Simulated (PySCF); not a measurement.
C₉H₁₅N.
Bonds: C1–C2, C2–C3, C3–C4 (aromatic), C4–C5, C4–C6 (aromatic), C6–C7 (aromatic), C7–N8 (aromatic), N8–C9, C9–C10, C3–N8 (aromatic). Hydrogens: H11, H12, H13 on C1; H14, H15 on C2; H16, H17, H18 on C5; H19 on C6; H20 on C7; H21, H22 on C9; H23, H24, H25 on C10.

Theory: PySCF, PBE0-D3(BJ)/def2-SVP geometry optimisation, gas phase.

Question: What internal coordinates does the optimisation give?

Answer: 
```json
{"bond": "C1–C2", "length (Å)": "1.529", "order": "single"}
{"bond": "C2–C3", "length (Å)": "1.493", "order": "single"}
{"bond": "C3–C4", "length (Å)": "1.388", "order": "aromatic"}
{"bond": "C4–C5", "length (Å)": "1.496", "order": "single"}
{"bond": "C4–C6", "length (Å)": "1.423", "order": "aromatic"}
{"bond": "C6–C7", "length (Å)": "1.377", "order": "aromatic"}
{"bond": "C7–N8", "length (Å)": "1.369", "order": "aromatic"}
{"bond": "N8–C9", "length (Å)": "1.445", "order": "single"}
{"bond": "C9–C10", "length (Å)": "1.520", "order": "single"}
{"bond": "C3–N8", "length (Å)": "1.378", "order": "aromatic"}
{"bond": "C1–H11, C1–H12, C1–H13", "length (Å)": "1.101", "order": "single"}
{"bond": "C2–H14, C2–H15", "length (Å)": "1.102", "order": "single"}
{"bond": "C5–H16, C5–H17, C5–H18", "length (Å)": "1.102", "order": "single"}
{"bond": "C6–H19", "length (Å)": "1.089", "order": "single"}
{"bond": "C7–H20", "length (Å)": "1.088", "order": "single"}
{"bond": "C9–H21, C9–H22", "length (Å)": "1.101", "order": "single"}
{"bond": "C10–H23, C10–H24, C10–H25", "length (Å)": "1.100", "order": "single"}
```

Bonds in one row agree within 0.01 Å and their mean is given. Orders are formal, as drawn. A selection of angles:
```json
{"angle": "C2–C1–H11", "degrees": "111.4"}
{"angle": "H11–C1–H12", "degrees": "107.9"}
{"angle": "C1–C2–C3", "degrees": "113.9"}
{"angle": "C1–C2–H14", "degrees": "109.6"}
{"angle": "C3–C2–H14", "degrees": "110.6"}
{"angle": "C3–C2–H15", "degrees": "107.8"}
{"angle": "H14–C2–H15", "degrees": "105.3"}
{"angle": "C2–C3–C4", "degrees": "128.8"}
{"angle": "C2–C3–N8", "degrees": "123.1"}
{"angle": "C4–C3–N8", "degrees": "107.9"}
{"angle": "C3–C4–C5", "degrees": "126.4"}
{"angle": "C3–C4–C6", "degrees": "106.9"}
{"angle": "C5–C4–C6", "degrees": "126.8"}
{"angle": "C4–C5–H16", "degrees": "112.1"}
{"angle": "H16–C5–H17", "degrees": "107.0"}
{"angle": "C4–C6–C7", "degrees": "107.5"}
{"angle": "C4–C6–H19", "degrees": "126.4"}
{"angle": "C7–C6–H19", "degrees": "126.1"}
{"angle": "C6–C7–N8", "degrees": "108.3"}
{"angle": "C6–C7–H20", "degrees": "131.0"}
{"angle": "N8–C7–H20", "degrees": "120.7"}
{"angle": "C7–N8–C9", "degrees": "124.2"}
{"angle": "C3–N8–C7", "degrees": "109.3"}
{"angle": "C3–N8–C9", "degrees": "126.1"}
{"angle": "N8–C9–C10", "degrees": "113.3"}
{"angle": "N8–C9–H21", "degrees": "108.7"}
{"angle": "N8–C9–H22", "degrees": "107.6"}
{"angle": "C10–C9–H21", "degrees": "110.5"}
{"angle": "C10–C9–H22", "degrees": "110.3"}
{"angle": "H21–C9–H22", "degrees": "106.2"}
{"angle": "C9–C10–H23", "degrees": "110.7"}
{"angle": "H23–C10–H24", "degrees": "108.2"}
```

Dihedral angles: C1–C2–C3–C4 92° (anticlinal); C7–N8–C9–C10 87° (synclinal). The mirror-image conformer, all signs reversed, is as good.

The C–N distances run from 1.369 Å (C7–N8, aromatic) to 1.445 Å (N8–C9, drawn single), a spread of 0.076 Å. The 7 C–C bonds span 1.377 Å (C6–C7, aromatic) to 1.529 Å (C1–C2, drawn single), a spread of 0.152 Å. N8 (pyrrole-type nitrogen) is planar (angles 126.1°, 124.2° and 109.3°, sum 359.6°, 0.05 Å off the plane of its three neighbours). Of the pairs four or more bonds apart, C2···H21 is among the closest relative to their van der Waals radii: 2.72 Å, 94 % of the sum of Bondi's values. The 5-membered ring C3–C4–C6–C7–N8 has internal angles of 106.9° to 109.3°; it is planar, 0.00 Å rms from its mean plane, widest ring torsion 1°.

Point group: C1 (no symmetry element, even within 0.4 Å). No frequency check. The numbers are those of one conformer.

The run took about 4 min of CPU time (one thread, shared machine). These figures are those of the optimisation.
